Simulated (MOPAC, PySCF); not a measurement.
System: H₃Si (cation, charge +1), singlet: umbrella (inversion) coordinate, bond length relaxed. Scanned: angle between the Si-H bonds and the threefold axis (90 = planar). Other coordinates (Si-H bond length) were minimised at B3LYP/def2-TZVP.

Methods: PM3, restricted, heats of formation (MOPAC); RKS-M06-2X/6-31G* = restricted M06-2X/6-31G*, spherical d run with PySCF; RHF/LANL2DZ = restricted Hartree-Fock/LANL2DZ, with its core potentials past Ne run with PySCF 2.14.0; CCSD(T) on RHF/cc-pVTZ, 5 core orbitals frozen (PySCF).

Energies relative to the lowest point of each profile, in kcal/mol; the last columns give the difference from CCSD(T):

```tsv
a / °	PM3	RKS-M06-2X/6-31G*	RHF/LANL2DZ	CCSD(T)	PM3 − CCSD(T)	RKS-M06-2X/6-31G* − CCSD(T)	RHF/LANL2DZ − CCSD(T)
90	0.0	0.0	0.0	0.0	0.0	0.0	0.0
93	0.4	0.5	0.5	0.5	-0.1	0.0	0.0
96	1.4	2.0	2.2	2.0	-0.6	0.0	0.2
99	3.2	4.4	4.9	4.4	-1.3	0.0	0.5
102	5.7	7.9	8.7	7.9	-2.3	0.0	0.8
105	8.9	12.4	13.7	12.4	-3.5	0.0	1.3
108	12.8	18.0	19.7	17.9	-5.1	0.1	1.9
111	17.4	24.6	27.0	24.4	-7.0	0.2	2.6
114	22.8	32.4	35.4	32.0	-9.2	0.4	3.4
117	28.9	41.3	45.0	40.7	-11.8	0.7	4.3
120	35.8	51.5	55.8	50.5	-14.7	1.0	5.3
123	43.3	63.0	68.0	61.4	-18.1	1.6	6.6
126	51.5	75.9	81.7	73.6	-22.1	2.3	8.1
129	60.1	90.3	97.0	87.0	-26.9	3.3	10.0
132	69.1	106.4	114.1	101.7	-32.6	4.7	12.4
```

PM3 is furthest from CCSD(T) at 132 (-32.6 kcal/mol, below); its mean absolute difference over the points is 10.4 kcal/mol.

RKS-M06-2X/6-31G* is furthest from CCSD(T) at 132 (4.7 kcal/mol, above); its mean absolute difference over the points is 1.0 kcal/mol.

RHF/LANL2DZ is furthest from CCSD(T) at 132 (12.4 kcal/mol, above); its mean absolute difference over the points is 3.8 kcal/mol.
